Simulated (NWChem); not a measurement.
Species: C$_{3}$HCl$_{2}$F; SMILES FC(Cl)=C=CCl

```xyz
7

F     -1.5621     1.6089     0.2562
C     -0.4035     1.0558    -0.0513
Cl     0.9014     2.1671     0.0646
C     -0.2669    -0.1940    -0.4101
C     -0.1102    -1.4364    -0.7815
Cl     0.1994    -2.7397     0.3138
H     -0.1636    -1.7584    -1.8271
```
Atoms are numbered in this order, from 1.

Results from NWChem. Pople sets run with spherical d functions. The geometry was optimised at PBE0/def2-SVP. B3LYP is NWChem's, with the RPA form of VWN correlation. GIAO values for the isolated, static molecule; σ is the absolute isotropic shielding, δ = σ(reference) − σ with the isolated reference molecule computed at the same levels (13C: tetramethylsilane, 19F: trichlorofluoromethane, 1H: tetramethylsilane).

For level B3LYP/6-31G*:

- δ F1 (ppm) = -72.7
- δ C2 (ppm) = 134.5
- σ Cl3 (ppm) = 684.4
- δ C4 (ppm) = 182.4
- δ C5 (ppm) = 100.6
- σ Cl6 (ppm) = 708.7
- δ H7 (ppm) = 6.29

Question: How do the values read with level KT2/pcSseg-1 instead?

Answer: 
| Quantity | Value |
|---|---|
| δ F1 (ppm) | -85.7 |
| δ C2 (ppm) | 139.9 |
| σ Cl3 (ppm) | 637.8 |
| δ C4 (ppm) | 187.3 |
| δ C5 (ppm) | 106.4 |
| σ Cl6 (ppm) | 655.2 |
| δ H7 (ppm) | 6.73 |
